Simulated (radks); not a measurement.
Results of a calculation; reference values are marked as such.
Orbital eigenvalues (eV) of the bromine ion Br30+, [He] 2s2 2p1, at several levels of relativity; Dirac values are averaged over j with weights 2j + 1. Spin-unpolarised spherical Kohn-Sham, BLYP, point nucleus unless stated (finite: rms radius 4.1629 fm), a radial shooting solver on a logarithmic mesh with Libxc functionals. A level marked "c x" has the speed of light scaled by that factor and shares open shells by 2j + 1; other Dirac levels either fill j = l - 1/2 first or share by 2j + 1.

1s: non-rel. -15277; Dirac, low j first -15521; Dirac, 2j+1 shares, finite nucleus -15525; Dirac, c x 10 -15280; change of magnitude, last against first (%) +0.02
2s: non-rel. -3473.3; Dirac, low j first -3542.5; Dirac, 2j+1 shares, finite nucleus -3543.4; Dirac, c x 10 -3474.0; change of magnitude, last against first (%) +0.02
2p: non-rel. -3384.2; Dirac, low j first -3410.2; Dirac, 2j+1 shares, finite nucleus -3411.3; Dirac, c x 10 -3384.4; change of magnitude, last against first (%) +0.01
3s (empty): non-rel. -1492.9; Dirac, low j first -1516.0; Dirac, 2j+1 shares, finite nucleus -1516.1; Dirac, c x 10 -1493.2; change of magnitude, last against first (%) +0.02
3p (empty): non-rel. -1460.8; Dirac, low j first -1472.2; Dirac, 2j+1 shares, finite nucleus -1472.3; Dirac, c x 10 -1460.9; change of magnitude, last against first (%) +0.01
